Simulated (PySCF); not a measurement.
## W (tungsten, neutral): UHF calculation

Configuration: [Xe] 4f14 5d4 6s2, high-spin 5D determinant. All numbers are calculated (PySCF 2.14, a scalar-relativistic core potential, in cc-pVTZ-PP with ECP60MDF (5s5p4d2f1g, 63 functions)).

```json
{
  "Total energy": "-66.680630 hartree",
  "One-electron energy": "-112.9778 hartree",
  "Hartree (Coulomb) energy": "53.2295 hartree",
  "Exchange energy": "-6.9323 hartree",
  "⟨S²⟩": "6.0320",
  "⟨L²⟩": "6.105",
  "Sum of ⟨r⟩": "24.73 bohr",
  "Sum of ⟨r²⟩": "59.40 bohr²",
  "Traceless quadrupole moment −½Σ⟨3z² − r²⟩ along its main axis": "-0.191 e·bohr²",
  "Time after the integrals": "0.37 s of wall time on 1 thread of Intel(R) Xeon(R) 6975P-C (shared host)"
}
```

```json
{"shell": "5s α", "electrons": "1", "mean orbital energy (hartree)": "-3.48923", "spread (hartree)": "0", "rms radius, mean of both spins (bohr)": "1.16"}
{"shell": "5s β", "electrons": "1", "mean orbital energy (hartree)": "-3.33844", "spread (hartree)": "0", "rms radius, mean of both spins (bohr)": "1.16"}
{"shell": "5p α", "electrons": "3", "mean orbital energy (hartree)": "-2.03292", "spread (hartree)": "0.02843", "rms radius, mean of both spins (bohr)": "1.35"}
{"shell": "5p β", "electrons": "3", "mean orbital energy (hartree)": "-1.80427", "spread (hartree)": "0.04340", "rms radius, mean of both spins (bohr)": "1.35"}
{"shell": "5d α", "electrons": "4", "mean orbital energy (hartree)": "-0.37923", "spread (hartree)": "0.03713", "rms radius, mean of both spins (bohr)": "2.16"}
{"shell": "6s α", "electrons": "1", "mean orbital energy (hartree)": "-0.30389", "spread (hartree)": "0", "rms radius, mean of both spins (bohr)": "3.68"}
{"shell": "6s β", "electrons": "1", "mean orbital energy (hartree)": "-0.22340", "spread (hartree)": "0", "rms radius, mean of both spins (bohr)": "3.68"}
```

Energies and moments cover only the electrons outside the core potential. Spin-orbit coupling, absent here, splits the open shell strongly.
